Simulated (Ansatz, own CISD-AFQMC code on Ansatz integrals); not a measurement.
CH3BSi, SMILES `B=C=[SiH2]` (charge 0, multiplicity 1).

Cartesian coordinates (Å):
SMILES: B=C=[SiH2]
```xyz
6

B      1.8179     0.0696     0.0883
C      0.4706     0.0178     0.0228
Si    -1.2007    -0.0461    -0.0583
H      2.9899     0.1148     0.1452
H     -2.0835     1.1420    -0.1379
H     -1.9941    -1.2981    -0.0601
```
Charge 0, spin multiplicity 1.

Frozen-core energies in cc-pVDZ from Ansatz (an electronic-structure program) at a geometry from PBE0-D3(BJ)/def2-TZVP; the HF reference has <S^2> = 0.00 (restricted, and unstable towards unrestricted orbitals) and the T1 diagnostic is 0.017.

```tsv
level	energy (Ha)	difference from CCSDT(Q) (mHa)
HF	-353.11644	349.53
MP2	-353.41662	49.34
CCSD	-353.44744	18.52
CCSD(T)	-353.46347	2.49
CCSDT	-353.46459	1.38
phaseless AFQMC, CISD trial (own CISD-AFQMC code on Ansatz integrals; ±0.39 mHa)	-353.46614	-0.17
CCSDT(Q)	-353.46596	0.00
```
